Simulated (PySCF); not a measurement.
## Correlation energy of F⁺ (fluorine, charge +1)

[He] 2s2 2p4, high-spin 3P determinant. All numbers are calculated (PySCF 2.14, the non-relativistic Hamiltonian (point nucleus), in aug-cc-pwCVDZ (5s4p2d, 27 functions)). Frozen: nothing; 8 electrons correlated.

```tsv
level	correlation energy (mhartree)
CCSD	-156.49
(T)	-1.41
CCSD(T)	-157.90
CCSDT	-158.04
```

Diagnostics: T1 = 0.0043, D1 = 0.0081, largest double amplitude 0.034.

Cost of the coupled-cluster step: roughly 0.4 core-seconds, for 8 correlated electrons.
